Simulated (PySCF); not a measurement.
A geometry optimisation, step by step.

SbF₃.
Bonds: Sb1–F2, Sb1–F3, Sb1–F4.

Computed by this run: PBE0-D3(BJ)/def2-SVP geometry optimisation, gas phase, def2 core potentials past Kr in PySCF; density fitting, grid level 1; the optimiser is geomeTRIC in internal coordinates, started from a GFN2-xTB structure with every atom displaced at random (about 0.03 Å). The frame can shift and turn from step to step; on so coarse a grid that alone can change the energy by a few meV, and forces under 0.02 eV/Å are noise.

Step 0: E = -14675.5941 eV, largest atomic force 3.695 eV/Å
```
atom  x, y, z in Å  |  force x, y, z in eV/Å
Sb1     0.057   -0.071    0.885   -1.323   2.312  -2.561
F2      1.551   -0.043   -0.287    0.734   0.063   0.254
F3     -0.820    1.359   -0.330    1.037  -1.535   2.115
F4     -0.705   -1.336   -0.298   -0.448  -0.840   0.191
```

Step 1: E = -14676.0361 eV, largest atomic force 0.540 eV/Å
```
atom  x, y, z in Å  |  force x, y, z in eV/Å
Sb1     0.020   -0.019    0.770    0.195  -0.421  -0.081
F2      1.633   -0.001   -0.267    0.062   0.001   0.104
F3     -0.793    1.350   -0.262   -0.256   0.445  -0.168
F4     -0.777   -1.421   -0.271   -0.001  -0.024   0.145
```

Step 2: E = -14676.0491 eV, largest atomic force 0.264 eV/Å
```
atom  x, y, z in Å  |  force x, y, z in eV/Å
Sb1     0.024   -0.027    0.745   -0.107   0.188  -0.134
F2      1.659   -0.004   -0.259   -0.019  -0.004   0.003
F3     -0.816    1.390   -0.257    0.115  -0.196   0.135
F4     -0.784   -1.449   -0.259    0.012   0.012  -0.003
```

Step 3: E = -14676.0505 eV, largest atomic force 0.041 eV/Å
```
atom  x, y, z in Å  |  force x, y, z in eV/Å
Sb1     0.022   -0.025    0.744    0.002   0.007   0.041
F2      1.656   -0.003   -0.259    0.010   0.000  -0.011
F3     -0.812    1.383   -0.255   -0.005   0.007  -0.011
F4     -0.783   -1.446   -0.260   -0.007  -0.014  -0.019
```

Step 4: E = -14676.0504 eV, largest atomic force under 0.02 eV/Å
```
atom  x, y, z in Å  |  force x, y, z in eV/Å
Sb1     0.022   -0.025    0.745    0.002  -0.008  -0.011
F2      1.656   -0.002   -0.259   -0.004   0.001   0.005
F3     -0.812    1.382   -0.255   -0.001   0.001   0.002
F4     -0.782   -1.446   -0.262    0.004   0.006   0.004
```

Task: Summarise the path.

Result: The energy falls by 0.4564 eV from step 0 to step 4; nine tenths of that is first reached at step 1. It never rises by more than 0.2 meV. The largest force goes from 3.695 to under 0.02 eV/Å. Among the bonds Sb1–F3 changes most, from 2.071 to 1.918 Å; the atoms move by 0.124 Å rms after alignment.

The cost below is that of the whole optimisation. On one thread, Arm Neoverse V1 (aarch64), shared host, this took 8.6 s of wall time and 0.28 GiB of memory at its peak.
